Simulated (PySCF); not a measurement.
PySCF input file for C7H9O, SMILES Cc1ccc([OH2+])cc1, charge +1, PBE0-D3(BJ)/def2-SVP. Coordinates come from a PBE0-D3(BJ)/def2-SVP optimisation. The isomer is the one that the SMILES or the coordinates give; other isomers of the formula were not compared.

```python
import numpy as np
from pyscf import gto, scf, dft, df
from pyscf.hessian import thermo

mol = gto.M(
    atom='''
    C     2.90111597    0.13060767    0.36458474
    C     1.41606057    0.07478697    0.19011864
    C     0.74580815    1.05614260   -0.55601654
    C    -0.63208568    1.00647980   -0.75277646
    C    -1.30088063   -0.05396924   -0.17560177
    O    -2.75781558   -0.09306257   -0.38658869
    C    -0.71172418   -1.05457400    0.57372333
    C     0.66723824   -0.97253864    0.74943028
    H     3.22195769   -0.38728035    1.27820111
    H     3.26355805    1.16690596    0.40311700
    H     3.40080976   -0.36037411   -0.48690421
    H     1.31079468    1.88222005   -0.99378297
    H    -1.15856885    1.76782661   -1.33103635
    H    -3.29522313    0.02076363    0.42169146
    H    -3.07813790   -0.85156113   -0.91297469
    H    -1.28592264   -1.87311960    1.01484386
    H     1.17006230   -1.74249175    1.33878123
    ''',
    basis='def2-SVP',
    charge=1,
    spin=0,
    max_memory=1600,
    verbose=3,
)
mf = dft.RKS(mol, xc='pbe0').density_fit(auxbasis='def2-universal-jkfit')
mf.disp = 'd3bj'
mf.grids.level = 3
mf.conv_tol = 1e-11
mf.max_cycle = 100
mf.kernel()

# [left out here: the lines that compute and print the analytic Hessian (its translational invariance restored by hand, since the grid's response is missing), thermochemistry and intensities]
```

Output:

```
[...]
Char temp [K]                    2101.5382           2120.4031           2207.9323
Normal mode                   x     y     z       x     y     z       x     y     z
       0   C                -0.05 -0.02 -0.04   -0.01  0.00 -0.01   -0.03 -0.00 -0.00
       1   C                 0.02 -0.02 -0.01    0.00  0.09 -0.06    0.10  0.01  0.01
       2   C                 0.02  0.00  0.01   -0.06 -0.03  0.01   -0.03  0.05 -0.04
       3   C                -0.01  0.01 -0.01    0.06 -0.02  0.02   -0.08 -0.07  0.03
       4   C                -0.00 -0.01  0.00    0.00  0.07 -0.04    0.09  0.01  0.01
       5   O                 0.00  0.00 -0.00   -0.01 -0.01  0.01   -0.00 -0.00  0.00
       6   C                 0.00 -0.00  0.00   -0.06 -0.03  0.01   -0.08  0.06 -0.06
       7   C                 0.00  0.01 -0.00    0.07 -0.02  0.02   -0.04 -0.06  0.03
       8   H                 0.25  0.58  0.20    0.33 -0.05 -0.15    0.00  0.02 -0.01
       9   H                 0.30 -0.16  0.56   -0.25  0.07  0.24   -0.02 -0.01  0.02
      10   H                -0.19 -0.01 -0.12   -0.03 -0.35  0.19   -0.01 -0.01  0.01
      11   H                -0.05  0.03 -0.03    0.09 -0.11  0.09    0.25 -0.07  0.08
      12   H                 0.00  0.01 -0.01   -0.09 -0.11  0.06    0.24  0.10 -0.02
      13   H                -0.00 -0.00 -0.00    0.03  0.05  0.02   -0.03 -0.01 -0.02
      14   H                -0.00 -0.00  0.00    0.04  0.01 -0.04   -0.03  0.01  0.01
      15   H                -0.02  0.01 -0.01    0.07 -0.10  0.07    0.26 -0.08  0.09
      16   H                -0.03 -0.01 -0.00   -0.13 -0.13  0.06    0.26  0.08 -0.01
Mode                                33                  34                  35
Irrep
Freq [cm^-1]                     1612.1147           1667.8846           1698.3860
Reduced mass [au]                   1.1743              6.5718              5.3344
Force const [Dyne/A]                1.7981             10.7713              9.0659
Char temp [K]                    2319.4742           2399.7147           2443.5993
Normal mode                   x     y     z       x     y     z       x     y     z
       0   C                -0.00  0.00 -0.00    0.02  0.00  0.00    0.00  0.01 -0.00
       1   C                -0.00 -0.04  0.03   -0.11  0.00 -0.02   -0.01 -0.09  0.06
       2   C                -0.01  0.02 -0.02    0.13 -0.03  0.04   -0.03  0.05 -0.04
       3   C                -0.02 -0.03  0.01   -0.11 -0.03 -0.00   -0.04 -0.08  0.05
       4   C                 0.01  0.02 -0.01    0.04 -0.00  0.01    0.01  0.14 -0.09
       5   O                -0.06 -0.02  0.00    0.00 -0.00  0.00    0.02 -0.00  0.00
       6   C                 0.01 -0.02  0.01   -0.11  0.02 -0.03    0.02 -0.07  0.05
       7   C                 0.01  0.02 -0.01    0.13  0.04 -0.00    0.05  0.06 -0.03
       8   H                -0.03  0.00  0.01    0.00 -0.03 -0.00   -0.06  0.00  0.01
       9   H                 0.03 -0.01 -0.01   -0.00  0.01 -0.03    0.05 -0.01 -0.01
      10   H                 0.00  0.02 -0.01    0.01  0.00  0.00    0.00  0.02 -0.01
      11   H                 0.04  0.01  0.00   -0.12  0.09 -0.07    0.10  0.00  0.01
      12   H                 0.05  0.01  0.00    0.06  0.07 -0.04    0.09 -0.03  0.03
      13   H                 0.43  0.42  0.25   -0.00  0.00 -0.01   -0.13 -0.11 -0.07
      14   H                 0.53  0.01 -0.37   -0.00  0.01 -0.00   -0.16  0.00  0.10
      15   H                -0.03  0.00 -0.01    0.07 -0.06  0.05   -0.08 -0.04  0.01
      16   H                -0.03  0.01 -0.01   -0.11 -0.10  0.04   -0.10 -0.01 -0.01
Mode                                36                  37                  38
Irrep
Freq [cm^-1]                     3066.5669           3156.4043           3189.7145
Reduced mass [au]                   1.0409              1.0993              1.1062
Force const [Dyne/A]                5.7672              6.4531              6.6310
Char temp [K]                    4412.1070           4541.3630           4589.2889
Normal mode                   x     y     z       x     y     z       x     y     z
       0   C                -0.05  0.01  0.01    0.00  0.05  0.07    0.00  0.08 -0.05
       1   C                 0.00  0.00  0.00   -0.00  0.00  0.00    0.00  0.00 -0.00
       2   C                 0.00 -0.00  0.00   -0.00 -0.00  0.00   -0.00 -0.00  0.00
       3   C                -0.00 -0.00 -0.00   -0.00 -0.00 -0.00    0.00  0.00 -0.00
       4   C                 0.00  0.00  0.00    0.00 -0.00  0.00   -0.00 -0.00  0.00
       5   O                -0.00 -0.00 -0.00   -0.00 -0.00  0.00    0.00 -0.00  0.00
       6   C                -0.00  0.00 -0.00   -0.00  0.00 -0.00   -0.00  0.00 -0.00
       7   C                 0.00  0.00  0.00   -0.00  0.00 -0.00    0.00 -0.00  0.00
       8   H                 0.13 -0.22  0.39   -0.13  0.23 -0.38    0.20 -0.33  0.59
       9   H                 0.15  0.45  0.02   -0.18 -0.51 -0.01   -0.21 -0.60 -0.03
      10   H                 0.32 -0.32 -0.56    0.29 -0.28 -0.49   -0.01  0.03  0.02
      11   H                -0.00 -0.00  0.00    0.00  0.00 -0.00    0.01  0.01 -0.01
      12   H                -0.00  0.00 -0.00    0.00 -0.00  0.00    0.00 -0.00  0.00
      13   H                 0.00  0.00  0.00    0.00 -0.00 -0.00   -0.00  0.00  0.00
      14   H                 0.00 -0.00 -0.00    0.00  0.00  0.00   -0.00 -0.00 -0.00
      15   H                -0.00 -0.00  0.00    0.00  0.00 -0.00   -0.00 -0.00  0.00
      16   H                -0.00  0.00 -0.00    0.00 -0.00  0.00   -0.01  0.01 -0.01
Mode                                39                  40                  41
Irrep
Freq [cm^-1]                     3216.7159           3226.2250           3231.7526
Reduced mass [au]                   1.0927              1.0920              1.0975
Force const [Dyne/A]                6.6618              6.6968              6.7535
Char temp [K]                    4628.1379           4641.8195           4649.7725
Normal mode                   x     y     z       x     y     z       x     y     z
       0   C                 0.00 -0.00  0.00    0.00  0.00 -0.00   -0.00  0.00 -0.00
       1   C                 0.00  0.00 -0.00    0.00 -0.00  0.00   -0.00 -0.00  0.00
       2   C                 0.00  0.00 -0.00    0.04  0.06 -0.03    0.00 -0.00  0.00
       3   C                 0.00 -0.00  0.00    0.01 -0.02  0.02   -0.00  0.00 -0.00
       4   C                 0.00 -0.00  0.00    0.00  0.00 -0.00    0.00 -0.00  0.00
       5   O                -0.00  0.00 -0.00   -0.00 -0.00  0.00   -0.00  0.00 -0.00
       6   C                 0.04  0.06 -0.03   -0.00 -0.00  0.00    0.02  0.03 -0.01
       7   C                 0.01 -0.02  0.02   -0.00  0.00 -0.00   -0.04  0.05 -0.04
       8   H                -0.00  0.00 -0.01    0.00 -0.00  0.01    0.01 -0.01  0.01
       9   H                 0.00  0.00 -0.00   -0.01 -0.01 -0.00   -0.00 -0.01  0.00
      10   H                -0.00 -0.00  0.00   -0.00  0.00 -0.00    0.00  0.00  0.00
      11   H                -0.03 -0.04  0.02   -0.46 -0.67  0.36   -0.00 -0.00  0.00
      12   H                -0.01  0.02 -0.02   -0.16  0.24 -0.18    0.02 -0.03  0.03
      13   H                -0.00  0.00  0.00    0.00 -0.00 -0.00   -0.00  0.00  0.00
      14   H                -0.00  0.00 -0.00    0.00  0.00  0.00   -0.00 -0.00 -0.00
      15   H                -0.45 -0.65  0.35    0.03  0.04 -0.02   -0.21 -0.30  0.16
      16   H                -0.18  0.28 -0.21    0.02 -0.03  0.02    0.40 -0.61  0.47
Mode                                42                  43                  44
Irrep
Freq [cm^-1]                     3242.5013           3667.1993           3754.1552
Reduced mass [au]                   1.0986              1.0424              1.0909
Force const [Dyne/A]                6.8055              8.2595              9.0583
Char temp [K]                    4665.2374           5276.2833           5401.3936
Normal mode                   x     y     z       x     y     z       x     y     z
       0   C                -0.00 -0.00  0.00   -0.00  0.00  0.00    0.00 -0.00 -0.00
       1   C                -0.00  0.00 -0.00    0.00 -0.00  0.00   -0.00  0.00  0.00
       2   C                -0.02 -0.02  0.01   -0.00  0.00 -0.00   -0.00  0.00  0.00
       3   C                 0.04 -0.06  0.04   -0.00 -0.00  0.00    0.00 -0.00 -0.00
       4   C                 0.00  0.00 -0.00    0.00  0.00 -0.00   -0.00  0.00  0.00
       5   O                -0.00 -0.00  0.00    0.04  0.03 -0.01    0.01 -0.04 -0.06
       6   C                 0.00  0.00 -0.00   -0.00 -0.00  0.00    0.00 -0.00 -0.00
       7   C                -0.00  0.00 -0.00    0.00  0.00 -0.00   -0.00  0.00  0.00
       8   H                 0.00  0.00 -0.00   -0.00  0.00 -0.00   -0.00  0.00  0.00
       9   H                 0.00  0.00  0.00   -0.00 -0.00 -0.00   -0.00  0.00  0.00
      10   H                 0.00 -0.00  0.00   -0.00 -0.00 -0.00    0.00  0.00  0.00
      11   H                 0.18  0.25 -0.13   -0.00 -0.00  0.00   -0.00  0.00  0.00
      12   H                -0.42  0.62 -0.47    0.00  0.00 -0.00   -0.00  0.00  0.00
      13   H                -0.00 -0.00 -0.00   -0.38  0.10  0.58   -0.36  0.08  0.56
      14   H                -0.00  0.00  0.00   -0.22 -0.53 -0.39    0.21  0.53  0.37
      15   H                -0.01 -0.01  0.01    0.00  0.00 -0.00   -0.00  0.00  0.00
      16   H                 0.02 -0.03  0.02   -0.00 -0.00 -0.00   -0.00  0.00  0.00
temperature 298.1500 [K]
pressure 101325.00 [Pa]
Rotational constants [GHz] 5.33833 1.40843 1.12881
Symmetry number 1
Zero-point energy (ZPE) 0.14441 [Eh]   379144.835 [J/mol]
                           tot       elec      trans        rot        vib
Entropy [J/mol/K]       369.601      0.000    167.272    117.272     85.057
Cv [J/mol/K]            124.931      0.000     12.472     12.472     99.988
Cp [J/mol/K]            133.246      0.000     20.786     12.472     99.988
Internal energy [J/mol]                      3718.434   3718.434 392626.406
Internal energy [Eh]   -346.29612  -346.44849
Enthalpy [J/mol]                             6197.391   3718.434 392626.406
Enthalpy [Eh]          -346.29517
Gibbs free energy [J/mol]                  -43674.691 -31246.127 367266.543
Gibbs free energy [Eh] -346.33715
mode   freq/cm-1   IR/(km/mol)
   1       25.25         1.020
   2      137.47        30.070
   3      166.22        35.800
   4      303.02        14.124
   5      318.28         1.655
   6      399.29        15.489
   7      425.94         0.389
   8      456.32         0.649
   9      488.28        29.046
  10      619.65       212.812
  11      643.51        50.744
  12      697.83         0.344
  13      710.67         2.609
  14      810.59        26.512
  15      828.80         8.058
  16      835.28        12.753
  17      965.07         0.767
  18     1000.83         0.099
  19     1006.19         0.027
  20     1016.89        13.967
  21     1049.13         1.897
  22     1051.38        18.631
  23     1116.58         8.384
  24     1129.21        11.398
  25     1187.75         4.744
  26     1256.83         1.056
  27     1310.73         0.287
  28     1394.02        11.383
  29     1401.82        13.235
  30     1436.65         0.087
  31     1460.64        11.082
  32     1473.75        11.623
  33     1534.59        65.730
  34     1612.11       110.028
  35     1667.88         9.403
  36     1698.39         6.931
  37     3066.57         0.090
  38     3156.40         2.180
  39     3189.71         0.751
  40     3216.72         1.592
  41     3226.23         0.207
  42     3231.75         2.671
  43     3242.50         7.078
  44     3667.20       306.051
  45     3754.16       359.809
max |gradient| / (hartree/bohr): 3.32964568326829e-05
APT charges: [-0.0698  0.2149 -0.0855 -0.0543  0.3841 -0.518  -0.0696 -0.0951  0.0367
  0.0385  0.0436  0.0822  0.1119  0.4024  0.4025  0.0939  0.0813]
```

The calculation finished and met its thresholds.

Cost: very roughly 13 core-minutes.
